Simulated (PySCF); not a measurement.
# Frontier orbitals and the lowest excitations

2-methyl-1,3-cyclopentanedione, C6H8O2.
Structure used (GFN2-xTB), in Å, numbered top down from 1:
```xyz
16
C6H8O2 angstrom
C      2.0611   -0.1027    0.4802
C      0.7712    0.2378   -0.2627
C     -0.2076    1.0672    0.5450
O      0.0820    1.9519    1.3014
C     -1.6175    0.5969    0.2409
C     -1.4939   -0.7044   -0.5441
C     -0.0121   -0.9746   -0.7272
O      0.4603   -1.9871   -1.1641
H      1.8364   -0.6821    1.3728
H      2.5689    0.8104    0.7789
H      2.7135   -0.6900   -0.1600
H      1.0236    0.8215   -1.1582
H     -2.1676    0.4802    1.1749
H     -2.1199    1.3817   -0.3278
H     -1.9567   -0.6456   -1.5308
H     -1.9492   -1.5521   -0.0307
```

Theory: PySCF, TDDFT B3LYP/def2-SVPD, vertical, gas phase, core orbitals frozen in the response.

Kohn–Sham orbitals with the atoms that hold most of them (Löwdin shares over 4%, at most four atoms; ? is withheld):

| orbital | ε (eV) | atoms |
| --- | --- | --- |
| HOMO-3 | -9.99 | O4 22%, O8 19%, C2 16%, C1 12% |
| HOMO-2 | -9.91 | O8 16%, C6 15%, C5 15%, O4 14% |
| HOMO-1 | -7.79 | ? |
| HOMO | -7.05 | ? |
| LUMO | ? | C7 17%, C3 17%, O8 13%, O4 13% |
| LUMO+1 | -0.83 | C7 23%, C3 23%, O4 19%, O8 19% |
| LUMO+2 | 0.18 | C5 17%, C6 17%, H13 9%, H16 9% |

**Question.** Give the leading atoms of the HOMO-1.

**Answer.** O8 (bonded to C) 28%; O4 (bonded to C) 28%; C2 (bonded to 3 C and H) 8%; C6 (bonded to 2 C and 2 H) 8%. By element: oxygen 56%, carbon 16% or more.

**Question.** Give the leading atoms of the HOMO.

**Answer.** O8 (bonded to C) 30%; O4 (bonded to C) 30%; C2 (bonded to 3 C and H) 12%; C3 (bonded to 2 C and O) 7%. By element: oxygen 59%, carbon 20% or more.

**Question.** What is the LUMO energy, and the HOMO–LUMO gap?

**Answer.** ε(LUMO) = -1.74 eV; the gap is 5.31 eV (0.1952 hartree).

**Question.** The HOMO–LUMO gap is 5.31 eV. Where does the response calculation put the lowest singlet, and from which orbitals?

**Answer.** S1 is at 3.87 eV (f = 0.0011), 1.44 eV below the gap, made of HOMO→LUMO (92%). 

**Question.** One configuration dominates each of S1 and S4. Which, and how do the shares of the two leading atoms of either orbital change from the occupied to the empty one?

**Answer.** 
- S1 (3.87 eV, f 0.0011), HOMO→LUMO (92%): O8 30% → 13%, O4 30% → 13%, C7 at most 8% → 17%, C3 7% → 17%
- S4 (5.65 eV, f 0.0085), HOMO-1→LUMO+1 (90%): O8 28% → 19%, O4 28% → 19%, C7 at most 8% → 23%, C3 at most 8% → 23%

Löwdin shares depend on the basis, the more so with diffuse functions.

One conformer stands for the species.
